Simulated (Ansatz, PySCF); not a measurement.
Energy difference R1 → 2 P1, each structure at its B3LYP-D3(BJ)/def2-TZVP stationary point, reached from a drawn start (curvature not checked).
P1: N atom, charge 0, multiplicity 4.
R1: N2 (SMILES N#N), charge 0, multiplicity 1.

P less R. No zero-point or thermal terms; singlets are restricted closed shells; open shells are unrestricted.

Correlated levels freeze the cores.

Run with Ansatz (a quantum-chemistry and plane-wave program); PySCF for M06-2X. No computed number here is a measurement.

```json
[
 {"level": "HF/cc-pVDZ", "reaction energy (kJ/mol)": "453.4"},
 {"level": "HF/cc-pVTZ", "reaction energy (kJ/mol)": "481.2"},
 {"level": "revPBE/def2-TZVPP", "reaction energy (kJ/mol)": "977.1"},
 {"level": "r2SCAN/def2-TZVPP", "reaction energy (kJ/mol)": "919.2"},
 {"level": "B97M-V/def2-TZVPP", "reaction energy (kJ/mol)": "938.7"},
 {"level": "M06-2X/def2-TZVPP", "reaction energy (kJ/mol)": "949.3"},
 {"level": "CAM-B3LYP/def2-TZVPP", "reaction energy (kJ/mol)": "(withheld)"},
 {"level": "MP2/cc-pVQZ", "reaction energy (kJ/mol)": "(withheld)"},
 {"level": "CCSD/cc-pVDZ", "reaction energy (kJ/mol)": "(withheld)"}
]
```

Question: What belongs in the gaps?

Answer: 
- CAM-B3LYP/def2-TZVPP, reaction energy (kJ/mol): 955.9
- MP2/cc-pVQZ, reaction energy (kJ/mol): 982.2
- CCSD/cc-pVDZ, reaction energy (kJ/mol): 805.8
